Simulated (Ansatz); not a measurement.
System: sum formula ZnO2H2, charge 0, multiplicity 1. SMILES: [OH][Zn][OH]
Geometry from a B3LYP-D3(BJ)/def2-TZVP (Ansatz, a program for electronic structure) optimisation:
```xyz
5

Zn    -0.0001     0.0083     0.0015
O      1.1532     0.1724    -1.3393
H      1.8905     0.7656    -1.1673
O     -1.1515    -0.3325     1.3103
H     -1.9018     0.2678     1.3544
```

Computed values are from Ansatz. Correlated levels leave the core frozen unless marked. UHF or UKS for open shells. Spin-orbit coupling is left out. Frozen are the shells of the preceding noble gas and the d and f shells that filled before the atom's block. Non-relativistic. CBS marks a two-point X^-3 extrapolation of the correlation energy; Hartree-Fock from the larger set. The bracket is a focal-point correction in the basis named.

```json
{
  "atomisation energy De": "1515.2 kJ/mol at RI-MP2/CBS(def2-TZVPPD,def2-QZVPPD)+[CCSD(T)-MP2]/def2-TZVPPD",
  "total_energy": "-1929.9609 Eh at RI-MP2/CBS(def2-TZVPPD,def2-QZVPPD)+[CCSD(T)-MP2]/def2-TZVPPD",
  "dipole_moment": "1.91 D at CCSD(T)/def2-SVPD",
  "T1 diagnostic": "0.018 at CCSD/def2-TZVPPD"
}
```
